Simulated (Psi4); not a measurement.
C$_{3}$H$_{5}$, charge -1, singlet, geometry from GFN2-xTB (a gas-phase anion, which may not be bound at this level); R2SCAN/cc-pVDZ (Psi4).

Here is a job for Psi4.
```
memory 2 GB

molecule {
-1 1
  C     1.21686285    0.18064468   -0.01811021
  C    -0.03073571    0.64943625   -0.01639561
  H     1.55400853   -0.90155213    0.00604924
  H     2.07987196    0.86156060   -0.04519938
  C    -1.09237829   -0.45448601    0.02379043
  H    -0.70655261   -1.50225173    0.04652436
  H    -1.73516936   -0.33296119    0.90943146
  H    -1.75465160   -0.37836511   -0.85251336
}

set basis cc-pvdz

energy('r2scan')
print_variables()
```

The log (banner, timings and long lists left out):

```
   => Loading Basis Set <=

    Name: CC-PVDZ
    Role: ORBITAL
    Keyword: BASIS

         ---------------------------------------------------------
                                   SCF
               by Justin Turney, Rob Parrish, Andy Simmonett
                          and Daniel G. A. Smith
                              RKS Reference
         ---------------------------------------------------------

  ==> Geometry <==

    Molecular point group: c1
    Full point group: C1

    Geometry (in Angstrom), charge = -1, multiplicity = 1:

       Center              X                  Y                   Z               Mass
    ------------   -----------------  -----------------  -----------------  -----------------
         C            1.203263837074     0.126161666125    -0.016555857409    12.000000000000
         C           -0.044334722926     0.594953236125    -0.014841257409    12.000000000000
         H            1.540409517074    -0.956035143875     0.007603592591     1.007825032230
         H            2.066272947074     0.807077586125    -0.043645027409     1.007825032230
         C           -1.105977302926    -0.508969023875     0.025344782591    12.000000000000
         H           -0.720151622926    -1.556734743875     0.048078712591     1.007825032230
         H           -1.748768372926    -0.387444203875     0.910985812591     1.007825032230
         H           -1.768250612926    -0.432848123875    -0.850959007409     1.007825032230

  Running in c1 symmetry.

  Rotational constants: A =      1.65683  B =      0.33442  C =      0.29342 [cm^-1]
  Rotational constants: A =  49670.39165  B =  10025.63596  C =   8796.52430 [MHz]
  Nuclear repulsion =   63.726054904560868

  Charge       = -1
  Multiplicity = 1
  Electrons    = 24
  Nalpha       = 12
  Nbeta        = 12

  ==> Algorithm <==

  SCF Algorithm Type is DF.
  DIIS enabled.
  MOM disabled.
  Fractional occupation disabled.
  Guess Type is SAD.
  Energy threshold   = 1.00e-06
  Density threshold  = 1.00e-06
  Integral threshold = 1.00e-12

  ==> Primary Basis <==

  Basis Set: CC-PVDZ
    Blend: CC-PVDZ
    Number of shells: 33
    Number of basis functions: 67
    Number of Cartesian functions: 70
    Spherical Harmonics?: true
    Max angular momentum: 2

  ==> DFT Potential <==

   => LibXC <=

    Version 7.1.2
    S. Lehtola, C. Steigemann, M. J. T. Oliveira, and M. A. L. Marques,  SoftwareX 7, 1–5 (2018) (10.1016/j.softx.2017.11.002)

   => Composite Functional: R2SCAN <=

    r2SCAN Meta-GGA XC Functional  (0.1021/acs.jpclett.0c02405)
    J. W. Furness, A. D. Kaplan, J. Ning, J. P. Perdew, J. Sun  J. Phys. Chem. Lett.  11, 8208–8215, 2020

    Deriv               =              1
    GGA                 =           TRUE
    Meta                =           TRUE

    Exchange Hybrid     =          FALSE
    MP2 Hybrid          =          FALSE

   => Exchange Functionals <=

    1.0000   XC_MGGA_X_R2SCAN

   => Correlation Functionals <=

    1.0000   XC_MGGA_C_R2SCAN

   => LibXC Density Thresholds  <==

    XC_MGGA_C_R2SCAN:  1.00E-15
    XC_MGGA_X_R2SCAN:  1.00E-11

   => Molecular Quadrature <=

    Radial Scheme          =       TREUTLER
    Pruning Scheme         =           NONE
    Nuclear Scheme         =       TREUTLER

    Blocking Scheme        =         OCTREE
    BS radius alpha        =              1
    Pruning alpha          =              1
    Radial Points          =             75
    Spherical Points       =            302
    Total Points           =         172557
    Total Blocks           =           1325
    Max Points             =            256
    Max Functions          =             67
    Weights Tolerance      =       1.00E-15

   => Loading Basis Set <=

    Name: (CC-PVDZ AUX)
    Role: JKFIT
    Keyword: DF_BASIS_SCF

  ==> Integral Setup <==

  SCF_SUBTYPE=INCORE selected. In-core MEM_DF algorithm will be used.
  Using in-core AOs.

  ==> MemDFJK: Density-Fitted J/K Matrices <==

    J tasked:                   Yes
    K tasked:                    No
    wK tasked:                   No
    Algorithm:                 Core
    Schwarz Cutoff:           1E-12
    Mask sparsity (%):       0.0000
    Fitting Condition:        1E-10

   => Auxiliary Basis Set <=

  Basis Set: (CC-PVDZ AUX)
    Blend: CC-PVDZ-JKFIT
    Number of shells: 117
    Number of basis functions: 325
    Number of Cartesian functions: 368
    Spherical Harmonics?: true
    Max angular momentum: 3

  Minimum eigenvalue in the overlap matrix is 4.2686429673E-03.
  Reciprocal condition number of the overlap matrix is 8.2254199724E-04.
    Using symmetric orthogonalization.

  ==> Pre-Iterations <==

  SCF Guess: Superposition of Atomic Densities via on-the-fly atomic UHF (no occupation information).

   -------------------------
    Irrep   Nso     Nmo
   -------------------------
     A         67      67
   -------------------------
    Total      67      67
   -------------------------

  ==> Iterations <==

                           Total Energy        Delta E     RMS |[F,P]|

   @DF-RKS iter SAD:  -116.52251047286035   -1.16523e+02   0.00000e+00
   @DF-RKS iter   1:  -116.63102455645017   -1.08514e-01   1.35302e-02 ADIIS/DIIS
   @DF-RKS iter   2:  -115.77117308464807    8.59851e-01   2.10163e-02 ADIIS/DIIS
   @DF-RKS iter   3:  -117.08205885695232   -1.31089e+00   5.20983e-03 ADIIS/DIIS
   @DF-RKS iter   4:  -117.13125227260815   -4.91934e-02   2.89477e-03 ADIIS/DIIS
   @DF-RKS iter   5:  -117.15095764613129   -1.97054e-02   7.92442e-04 ADIIS/DIIS
   @DF-RKS iter   6:  -117.15254520479684   -1.58756e-03   1.71540e-04 ADIIS/DIIS
   @DF-RKS iter   7:  -117.15261655492283   -7.13501e-05   1.86734e-05 DIIS
   @DF-RKS iter   8:  -117.15261752123392   -9.66311e-07   4.31959e-06 DIIS
   @DF-RKS iter   9:  -117.15261756911489   -4.78810e-08   1.03762e-06 DIIS
   @DF-RKS iter  10:  -117.15261757174939   -2.63449e-09   2.60296e-07 DIIS
  Energy and wave function converged.

  ==> Post-Iterations <==

   Electrons on quadrature grid:
      Ntotal   =   23.9999954264 ; deviation = -4.574e-06

    Orbital Energies [Eh]
    ---------------------

    Doubly Occupied:

[...]
    Virtual:

[...]
      67A      3.037636

    Final Occupation by Irrep:
              A
    DOCC [    12 ]
    NA   [    12 ]
    NB   [    12 ]

  @DF-RKS Final Energy:  -117.15261757174939

   => Energetics <=

    Nuclear Repulsion Energy =             63.7260549045608684
    One-Electron Energy =                -287.9915103926663846
    Two-Electron Energy =                 125.3290156603204082
    DFT Exchange-Correlation Energy =     -18.2161777439642805
    Empirical Dispersion Energy =           0.0000000000000000
    VV10 Nonlocal Energy =                  0.0000000000000000
    Total Energy =                       -117.1526175717493885

Computation Completed

Properties will be evaluated at   0.000000,   0.000000,   0.000000 [a0]

Properties computed using the SCF density matrix

 Multipole Moments:

 ------------------------------------------------------------------------------------
     Multipole            Electronic (a.u.)      Nuclear  (a.u.)        Total (a.u.)
 ------------------------------------------------------------------------------------

 L = 1.  Multiply by 2.5417464519 to convert [e a0] to [Debye]
 Dipole X            :          0.2370281           -0.5910634           -0.3540353
 Dipole Y            :          1.6950817           -2.3680335           -0.6729518
 Dipole Z            :         -0.0463018            0.0675579            0.0212561
 Magnitude           :                                                    0.7606950

 ------------------------------------------------------------------------------------

  Variable Map:
  ----------------------------------------------------------------------------
[...]
  Array Variable Map:
  ----------------------------------------------------------------------------
[...]
[...]
```
